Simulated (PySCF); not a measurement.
# Trend along group 14: MGe cations

PBE0 with double-zeta basis sets in PySCF, for the lowest determinant that a PBE0 search found; no spin–orbit coupling. De refers to high-spin ground-configuration atoms (the charge goes to the atom of lower measured ionisation energy or higher electron affinity, which is not always the lowest computed limit). A positive dipole points towards Ge; it is taken about the centre of mass and depends on that origin.

```tsv
M	basis	charged atom	state (unpaired electrons)	Re (Å)	ωe (cm⁻¹)	De (eV)	μ (D)
C	def2-SVPD	Ge+	quartet (σ ↑, π ↑↑)	1.914	704	3.39	0.11
Si	def2-SVP	Ge+	quartet (σ ↑, π ↑↑)	2.347	371	3.28	-2.13
Ge	pcseg-1	Ge+	quartet (σ ↑, π ↑↑)	2.420	260	3.25	n/a
Sn	cc-pVDZ-PP	Sn+	quartet (σ ↑, π ↑↑)	2.606	214	2.71	0.09
Pb	def2-SVP	Pb+	quartet (σ ↑, π ↑↑)	2.679	188	n/a	0.79
```

By what factor does the bond length vary along the series?

At PBE0 it runs from 1.914 Å (GeC⁺) to 2.606 Å (SnGe⁺), a factor of 1.36.

The rows differ in basis set, which adds steps of its own.

Relativity is treated differently too: C no relativity; Si no relativity; Ge no relativity; Sn scalar-relativistic core potentials; Pb scalar-relativistic core potentials.

De is n/a where a free atom or ion gave no sound limit at this level.

Down a group bonds as a rule get longer and wavenumbers fall, partly through the reduced mass; this series shows no clear exception.

These are scalar-relativistic numbers at best; spin–orbit coupling would shift them, the dissociation energy most. For an ion De counts to the pair picked by the measured ionisation energies or electron affinities, which need not be the lowest pair at this level. States were picked by a PBE0 search and need not be the measured ground states.
